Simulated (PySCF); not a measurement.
C₂H₂Cl₂Si. Atoms are numbered in the order given.

```xyz
7

Si    -0.0107    -0.5386     0.0000
Cl    -0.9281     0.2226     1.6850
Cl    -0.9281     0.2226    -1.6850
C      1.7385    -0.0401     0.0000
C      2.9131     0.2769     0.0000
H     -0.1547    -2.0076     0.0000
H      3.9507     0.5598     0.0000
```
Charge 0, spin multiplicity 1.

Geometry optimised at B3LYP-D3(BJ)/def2-SVP.

All values below come from SMD-B3LYP/6-31G* in PySCF.

Solvation free energies are E(SMD) − E(gas) at the gas-phase geometry, for 1 M in both phases. In vacuum the dipole moment is 2.41 D.

Computed solvation free energies in water, dichloromethane, toluene:
```csv
solvent,ΔG(solv) (kcal/mol),its non-electrostatic (CDS) part,dipole (D)
water,0.4,4.4,3.08
dichloromethane,-4.3,-0.9,2.98
toluene,-2.9,-1.0,2.73
```
